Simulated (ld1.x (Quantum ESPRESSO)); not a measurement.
## Ba, TM: configuration errors across variants

* Element: Ba
* Generator: ld1.x (Quantum ESPRESSO) 7.5
* Type: norm-conserving Troullier–Martins (Kleinman–Bylander form)
* Functional: LDA (PZ)
* Relativity: scalar-relativistic
* Frozen core: [Xe]
* Valence charge: 2
* Reference configuration: 5d0 6s1 6p0 (charge +1)
* Partial waves: 6p (bound, empty): rc 3.70 bohr; 5d (bound, empty): rc 4.05 bohr; 6s (bound): rc 2.85 bohr
* Local potential: the s channel
* Core correction: none

All-electron excitation energies from the reference (eV): (1) 5d0 6s2 6p0 -5.543; (2) 5d0 6s1.5 6p0 -3.332; (3) 5d0 6s1 6p1 -3.420; (4) 5d0 6s0 6p2 -1.176; (5) 5d0.5 6s1.5 6p0 -4.900; (6) 5d0 6s0 6p1 2.707; (7) 5d1 6s0 6p0 0.728; (8) 5d0 6s1 6p0 spin -0.147; (9) 5d0 6s1.5 6p0 spin -3.360.

Spin tests fill each open shell by Hund’s rule, majority spin first.

3 further variants failed, have other tests or another functional or relativity, and are left out.

A true bound ghost makes a file unfit for plane-wave use even where its test errors are small: the radial tests pick states by their node count and pass the ghost by.

Errors AE − PS in meV (a dash: test not solved or not reliable):

| change | (1) | (2) | (3) | (4) | (5) | (6) | (7) | (8) | (9) | bound ghosts |
| --- | --- | --- | --- | --- | --- | --- | --- | --- | --- | --- |
| base | +58 | +20 | +15 | +49 | +195 | +67 | +521 | +85 | +30 | p, s (extra level of the local part) |
| local potential the p channel | +35 | +14 | +12 | +51 | +162 | +68 | +518 | +84 | +24 | s |
| wave 6s (bound): rc 2.85 bohr becomes 6s (bound): rc 4.08 bohr | +46 | +17 | +13 | +54 | +148 | +71 | +359 | +80 | +26 | p |
| wave 6p (bound): rc 3.70 bohr becomes 6p (bound): rc 4.40 bohr | +58 | +20 | +16 | +41 | +195 | +60 | +521 | +85 | +30 | s (extra level of the local part) |
| core correction a·sin(br)/r model core inside 2.82 bohr | +9.1 | +2.2 | +4.2 | -5.3 | -0.7 | -12 | -20 | +0.8 | +2.7 | p, s (extra level of the local part) |
| wave 5d (bound): rc 4.05 bohr becomes 5d (bound): rc 5.40 bohr | +58 | +20 | +15 | +49 | +197 | +67 | +496 | +85 | +30 | p |
| wave 6p (bound): rc 3.70 bohr becomes 6p (bound): rc 3.72 bohr | +58 | +20 | +15 | +48 | +195 | +66 | +521 | +85 | +30 | p, s (extra level of the local part) |
| wave 5d (bound): rc 4.05 bohr becomes 5d (bound): rc 4.24 bohr | +58 | +20 | +15 | +49 | +195 | +67 | +521 | +85 | +30 | p, s (extra level of the local part) |

(1) Give the same row for: all radii scaled by about 1.35 (s 3.84, p 4.98, d 5.44 bohr).

Answers

(1) +46, +17, +11, +28, +150, +51, +327, +80, +26; bound ghosts: none.
